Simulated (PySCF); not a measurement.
Molecule (SMILES): [SiH3][SiH] (SiH-SiH3) (closed-shell singlet).
Geometry (B3LYP-D3(BJ)/def2-TZVP, fixed):
```
Si
H 1 1.4846
H 1 1.4893 2 107.80
H 1 1.4893 2 107.80 3 -116.32
Si 1 2.3971 2 114.30 3 121.84
H 5 1.5236 1 88.28 2 -180.00
```
Charge 0, spin multiplicity 1.

Basis-set convergence of the mean static polarisability at HF with PySCF. All functions are spherical. Density fitting with generated auxiliary sets. In sets without p functions on hydrogen, species with hydrogen take exact integrals. No added dispersion term, no relativity. Reference: the value in aug-pcseg-2, 65.22 bohr³, itself unsure by roughly 0.3 % (its distance from aug-cc-pV(T+d)Z). Deviations are taken from unrounded values.

```tsv
basis	functions	mean static polarisability (bohr³)
6-31G*	44	52.44
6-31+G*	52	56.69
def2-SVP	56	54.86
def2-SVPD	80	63.52
pcseg-1	56	56.09
aug-pcseg-1	90	64.31
cc-pV(D+d)Z	66	56.57
aug-cc-pV(D+d)Z	100	65.30
6-311G**	76	56.69
6-311+G**	84	58.96
def2-TZVP	98	60.73
def2-TZVPD	122	64.94
pcseg-2	124	59.32
aug-pcseg-2	192	65.22
cc-pV(T+d)Z	134	60.97
aug-cc-pV(T+d)Z	202	65.42
def2-TZVPP	140	61.21
def2-TZVPPD	164	65.06
def2-QZVPP	260	63.85
def2-QZVPPD	284	65.33
```

What the diffuse functions change, pair by pair:
- 6-31G* to 6-31+G*: 8 more functions, deviation -19.6 to -13.1 %
- def2-SVP to def2-SVPD: 24 more functions, deviation -15.9 to -2.6 %
- pcseg-1 to aug-pcseg-1: 34 more functions, deviation -14.0 to -1.4 %
- cc-pV(D+d)Z to aug-cc-pV(D+d)Z: 34 more functions, deviation -13.3 to 0.1 %
- 6-311G** to 6-311+G**: 8 more functions, deviation -13.1 to -9.6 %
- def2-TZVP to def2-TZVPD: 24 more functions, deviation -6.9 to -0.4 %
- pcseg-2 to aug-pcseg-2: 68 more functions, deviation -9.1 to 0.0 %
- cc-pV(T+d)Z to aug-cc-pV(T+d)Z: 68 more functions, deviation -6.5 to 0.3 %
- def2-TZVPP to def2-TZVPPD: 24 more functions, deviation -6.2 to -0.3 %
- def2-QZVPP to def2-QZVPPD: 24 more functions, deviation -2.1 to 0.2 %

Leaving out the reference's own pair, they bring the value nearer the reference by more than 0.3 % in 9 of 9 pairs.
